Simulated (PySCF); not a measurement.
C4H13PSi2.
Numbering: `[CH3:1][Si@@H:2]1[CH2:3][CH2:4][CH2:5][Si@@H:6]1[PH2:7]` (hydrogens: H8, H9, H10 on C1; H11 on Si2; H12, H13 on C3; H14, H15 on C4; H16, H17 on C5; H18 on Si6; H19, H20 on P7)

All values: PBE0/pcSseg-1 and CAM-B3LYP/def2-SVPD (PySCF, non-relativistic), on one gas-phase PBE0-D3(BJ)/def2-SVP geometry that isn't relaxed in the solvent. The solvent is an IEF-PCM continuum (van der Waals radii × 1.2). The model holds no explicit solvent molecules, cavitation or dispersion.

Gas phase at PBE0/pcSseg-1: HOMO -7.19 eV, LUMO 0.03 eV, dipole 0.68 D.

What does the continuum do to the energy, the frontier levels and the dipole at PBE0/pcSseg-1 in tetrahydrofuran and dimethylsulfoxide?

```csv
solvent,ε,E(solvent) − E(gas) (kcal/mol),polarisation term (kcal/mol),distortion of the solute (kcal/mol),HOMO (eV),LUMO (eV),dipole (D)
tetrahydrofuran,7.426,-1.69,-1.85,0.16,-7.09,0.16,0.84
dimethylsulfoxide,46.83,-2.08,-2.33,0.25,-7.08,0.17,0.89
```

The polarisation term is half the interaction of the solute with the surface charges that it induces; the rest is the cost of distorting the solute's density. The sum is the electrostatic part of solvation alone. From tetrahydrofuran to dimethylsulfoxide the lowering changes by a factor 1.23, Onsager's factor (ε − 1)/(2ε + 1) by 1.19 and ε itself by 6.3.

Which ESP-fitted charges (PBE0/pcSseg-1) respond most in dimethylsulfoxide (means over atoms taken as equivalent)?

```
  atoms                  environment  gas (e)  solvent (e)  change
     P7  three-coordinate phosphorus   -0.370       -0.455  -0.085
    Si6                  SiH silicon   +0.152       +0.192  +0.040
H19/H20                 P–H hydrogen   +0.116       +0.143  +0.027
    H11                Si–H hydrogen   -0.155       -0.169  -0.014
    H18                Si–H hydrogen   -0.101       -0.112  -0.011
    Si2                  SiH silicon   +0.414       +0.424  +0.010
    H17           methylene hydrogen   +0.066       +0.069  +0.003
     C5  sp3 carbon bound to silicon   -0.121       -0.123  -0.002
```

Which Mayer bond orders change most in dimethylsulfoxide?

```json
{"bond": "Si6–P7", "length (Å)": "2.271", "gas": "1.039", "solvent": "1.017", "change": "-0.022"}
{"bond": "C5–Si6", "length (Å)": "1.909", "gas": "0.901", "solvent": "0.906", "change": "+0.005"}
{"bond": "Si2–H11", "length (Å)": "1.497", "gas": "0.944", "solvent": "0.940", "change": "-0.004"}
{"bond": "Si6–H18", "length (Å)": "1.497", "gas": "0.921", "solvent": "0.925", "change": "+0.004"}
{"bond": "Si2–C3", "length (Å)": "1.909", "gas": "0.903", "solvent": "0.906", "change": "+0.003"}
{"bond": "Si6–Si2", "length (Å)": "2.348", "gas": "0.907", "solvent": "0.910", "change": "+0.003"}
{"bond": "C1–H8", "length (Å)": "1.101", "gas": "0.956", "solvent": "0.953", "change": "-0.003"}
{"bond": "C1–H9", "length (Å)": "1.101", "gas": "0.955", "solvent": "0.952", "change": "-0.003"}
```

Gas phase at CAM-B3LYP/def2-SVPD: HOMO -8.34 eV, LUMO 0.90 eV, dipole 0.68 D.

What does the continuum do to the energy, the frontier levels and the dipole at CAM-B3LYP/def2-SVPD in dimethylsulfoxide?

```
          solvent      ε  E(solvent) − E(gas) (kcal/mol)  polarisation term (kcal/mol)  distortion of the solute (kcal/mol)  HOMO (eV)  LUMO (eV)  dipole (D)
dimethylsulfoxide  46.83                           -1.84                         -2.11                                 0.27      -8.21       1.05        0.91
```

How does the static polarisability (CAM-B3LYP/def2-SVPD, frozen core, with the continuum's full static response) change?

```tsv
medium	isotropic (au)	principal values (au)	⟨r²⟩ of the electrons (bohr²)
gas	128.7	115.0, 129.0, 142.2	1491.3
dimethylsulfoxide	188.7	176.5, 185.8, 203.7	1491.7
```

The isotropic value in dimethylsulfoxide is 1.47 times the gas-phase one; no cavity-field correction is applied. ⟨r²⟩ is taken about the centre of nuclear charge.

On one thread of an Intel Xeon at 2.50 GHz, no GPU (shared host), this took 1.9 min wall and 1.2 GiB of memory at its peak. This is the whole shielding run at PBE0/pcSseg-1 in dimethylsulfoxide, SCF included.
